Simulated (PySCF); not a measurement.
Correlation energy of F- (fluorine, charge -1)

[Ne], closed-shell 1S. All numbers are calculated (PySCF 2.14, scalar relativity by spin-free X2C-1e, in aug-cc-pVQZ-DK (6s5p4d3f2g, 80 functions)). Frozen: 1s2; 8 electrons correlated.

```tsv
level	correlation energy (mhartree)
CCSD	-308.60
(T)	-11.28
CCSD(T)	-319.88
```

Diagnostics: T1 = 0.020, D1 = 0.0318, largest double amplitude 0.036.

Task: Is a single reference adequate?

Result: Yes: T1 lies below 0.03 and no double amplitude reaches 0.07.
